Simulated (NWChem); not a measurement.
**Worked example: vertical ionisation energy of CH2I2 (diiodomethane)**

The species is CH2I2 (5 atoms), meant as a singlet with charge 0. As SMILES, `ICI`. Geometry: relaxed at PBE0-D4/def2-TZVP.

Both states at this one shape; open shells run unrestricted unless said. 1 Eh = 27.2114 eV.

| level | program | singlet CH2I2 (Eh) | doublet [CH2I2]+ (Eh) |
| --- | --- | --- | --- |
| SVWN5/def2-SVP (core potential) | NWChem | -633.475327 | -633.135672 |
| M06-L/def2-SVP (core potential) | NWChem | -634.997094 | -634.666234 |
| TPSS/def2-SVP (core potential) | NWChem | -634.454486 | -634.119475 |

**Question.** Work out the vertical ionisation energy at each level.

**Answer.** 
1. SVWN5/def2-SVP (core potential): -633.135672 − (-633.475327) = 0.339655 Eh = 9.24 eV.
2. M06-L/def2-SVP (core potential): -634.666234 − (-634.997094) = 0.330860 Eh = 9.00 eV.
3. TPSS/def2-SVP (core potential): -634.119475 − (-634.454486) = 0.335011 Eh = 9.12 eV.

No measured value is set beside it here; the levels span 9.00 to 9.24 eV. Spin-orbit coupling, which splits open shells on such heavy atoms by tenths of an eV, is left out.
